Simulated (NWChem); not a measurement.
System: TiClF₃; SMILES [F][Ti]([F])([F])[Cl]

```xyz
5

Ti     0.0000     0.0000     0.3196
F      1.1441     1.1441     0.9064
F      0.4188    -1.5629     0.9064
F     -1.5629     0.4188     0.9064
Cl     0.0000     0.0000    -1.8531
```
Atoms are numbered in this order, from 1.

Computed with NWChem. Geometry: optimised at PBE0/def2-SVP. Total energies compare along this basis series because the functional is fixed.

```tsv
level	basis functions	energy (Ha)	highest occupied level (eV)	orbital gap (eV)	dipole (D)
PBE0/cc-pVDZ	103	-1608.8863	-10.22	6.76	0.02
PBE0/aug-cc-pVDZ	155	-1608.9161	-10.20	…	0.04
PBE0/cc-pVTZ	192	-1609.0076	-10.17	6.99	0.03
```

Problem. What belongs in the gaps?

Solution. 
- PBE0/aug-cc-pVDZ, orbital gap (eV): 6.86
